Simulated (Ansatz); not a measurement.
Start from `O=C[SiH2]BO` and change one atom or group to get `OB[SiH3]`.

Ansatz, PBE0-D4/def2-TZVP geometries, multiplicity 1. Each molecule was computed in one conformer, which needn't be the lowest.

```
                                          property  `O=C[SiH2]BO`
               HOMO energy (B3LYP/def2-TZVPP) / eV          -7.09
size of the dipole moment (ωB97M-V/def2-TZVPP) / D           2.33
  size of the dipole moment (B3LYP/def2-TZVPP) / D           2.34
              HOMO–LUMO gap (PBE0/def2-TZVPP) / eV           5.28
           HOMO–LUMO gap (ωB97M-V/def2-TZVPP) / eV           9.79
               LUMO energy (B3LYP/def2-TZVPP) / eV          -2.26
```

**Question.** What does the change do to each property? (Estimate.)

**Answer.** The calculation gave: 
```tsv
property	`OB[SiH3]`	shift
HOMO energy (B3LYP/def2-TZVPP) / eV	-7.71	-0.62
size of the dipole moment (ωB97M-V/def2-TZVPP) / D	2.13	-0.20
size of the dipole moment (B3LYP/def2-TZVPP) / D	2.11	-0.23
HOMO–LUMO gap (PBE0/def2-TZVPP) / eV	6.82	1.54
HOMO–LUMO gap (ωB97M-V/def2-TZVPP) / eV	10.96	1.17
LUMO energy (B3LYP/def2-TZVPP) / eV	-1.28	0.98
```

With PBE0 the HOMO falls by 0.61 eV and the LUMO rises by 0.94 eV, so the gap widens by about 1.55 eV. PBE moves the HOMO by -0.72 eV and ωB97M-V by -0.56 eV. Dipoles are sizes alone; their direction can turn.

B3LYP here is the variant with VWN-RPA as its local correlation; programs differ in this.
